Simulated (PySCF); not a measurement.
**Absolute configuration from chiroptical data**

The calculation used PySCF, TDDFT LC-wPBE/aug-cc-pVDZ circular dichroism and optical rotation, one conformer, gas phase. Geometry: GFN2-xTB.

The calculation is non-relativistic, which matters for the atoms heavier than Zn.

Values for one enantiomer of C5H9BrSi, R in 10⁻⁴⁰ esu² cm² (velocity form):
```csv
λ (nm),f,R
212,0.006,-30.6
194,0.016,-3.9
190,0.352,-16.4
171,0.018,+4.8
168,0.019,-60.9
167,0.010,-10.8
167,0.030,+52.6
163,0.030,+67.5
```

[α] at 589.3 nm: -124 deg dm⁻¹ (g/mL)⁻¹ (origin-invariant length gauge).

Task: Which structure gives these signs?
A. C=C1C[C@H](C)[Si@@H]1Br
B. C=C1C[C@@H](C)[Si@H]1Br

Result: B. Its CIP labels in SMILES order are R, R; the other enantiomer gives every sign reversed.

Geometry of C=C1C[C@@H](C)[Si@H]1Br as run:
```xyz
16

C     2.280   -1.344   -0.078
C     1.187   -0.616   -0.221
C    -0.262   -1.049   -0.170
C    -0.953    0.313   -0.427
C    -1.904    0.746    0.679
Si    0.751    1.190   -0.545
Br    1.179    2.581    1.141
H     2.236   -2.407    0.107
H     3.265   -0.912   -0.132
H    -0.494   -1.798   -0.929
H    -0.525   -1.466    0.804
H    -1.499    0.304   -1.373
H    -2.302    1.739    0.477
H    -2.741    0.053    0.757
H    -1.395    0.775    1.641
H     1.171    1.900   -1.741
```
